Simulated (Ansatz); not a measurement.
All numbers were calculated with Ansatz.

C₂H₇BZn at its PBE0-D4/def2-TZVP geometry, where that method's forces vanish. Total charge 0; spin multiplicity 1. The bonds changed during the relaxation, so this is another structure than the one it started from.

```csv
atom,x (Å),y (Å),z (Å)
C1,-0.0868,0.6334,-1.1842
C2,0.3386,0.5330,0.2737
B3,0.2697,-0.8769,0.9612
Zn4,-2.0178,-1.4639,0.9538
H5,-1.1689,0.4960,-1.2841
H6,0.1598,1.6033,-1.6239
H7,0.3918,-0.1412,-1.7887
H8,-0.1264,1.3220,0.8726
H9,1.4235,0.7442,0.3421
H10,0.3130,-0.9794,2.1608
H11,0.5035,-1.8705,0.3167
```

Task: For each bond, give half the difference of the two atoms' forces along it (eV/Å; positive pushes the atoms apart) under PBE-D4, r2SCAN-D4, B3LYP-D4, ωB97M-V in def2-TZVPP. (Estimate.)

Result: The calculation gave: 
| bond | length (Å) | PBE-D4 | r2SCAN-D4 | B3LYP-D4 | ωB97M-V |
| --- | --- | --- | --- | --- | --- |
| C1–C2 | 1.522 | 0.02 | 0.14 | 0.23 | 0.20 |
| C1–H5 | 1.095 | 0.12 | -0.03 | -0.08 | -0.09 |
| C1–H6 | 1.093 | 0.09 | -0.04 | -0.07 | -0.08 |
| C1–H7 | 1.093 | 0.11 | -0.04 | -0.06 | -0.08 |
| C2–B3 | 1.570 | -0.05 | -0.02 | 0.04 | 0.07 |
| C2–H8 | 1.094 | 0.13 | -0.03 | -0.07 | -0.10 |
| C2–H9 | 1.107 | 0.17 | 0.02 | -0.07 | -0.11 |
| B3–Zn4 | 2.362 | -0.14 | -0.10 | 0.19 | 0.18 |
| B3–H10 | 1.205 | 0.06 | -0.03 | -0.14 | -0.13 |
| B3–H11 | 1.207 | 0.07 | -0.02 | -0.13 | -0.13 |

B3LYP here is the variant with VWN-RPA as its local correlation; programs differ in this.
